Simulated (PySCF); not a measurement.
**Working out the ionisation energy of Se⁺**

Se⁺ [Ar] 3d10 4s2 4p3 (4S) → Se²⁺ [Ar] 3d10 4s2 4p2 (3P). All numbers are calculated (PySCF 2.14, scalar relativity through the core potential, in aug-cc-pVTZ-PP with one added diffuse shell each of s, d, f type with ECP10MDF (7s5p5d3f, 68 functions)). Frozen: 3s2 3p6 3d10. Energies in hartree (1 hartree = 27.21139 eV):

```tsv
part	Se⁺ (lower)	Se²⁺ (upper)
UHF	-371.548694	-370.782763
CCSD correlation	-0.090565	-0.073150
(T)	-0.002595	-0.001508
```

Q: What does Hartree-Fock give?

A: (-370.782763) − (-371.548694) = 0.765931 hartree = 20.842 eV.

Q: What do CCSD and CCSD(T) give?

A: The CCSD correlation energies differ by 0.017415 hartree = 0.474 eV and the triples by 0.001087 hartree = 0.030 eV, so CCSD gives 21.316 eV and CCSD(T) 21.346 eV.

Reference: 21.196 ± 0.01 eV (measured; NIST Atomic Spectra Database, ionization energies), between the lowest levels; spin-orbit coupling is absent from the calculation.

What remains against the reference includes basis incompleteness, the frozen core and higher excitations.
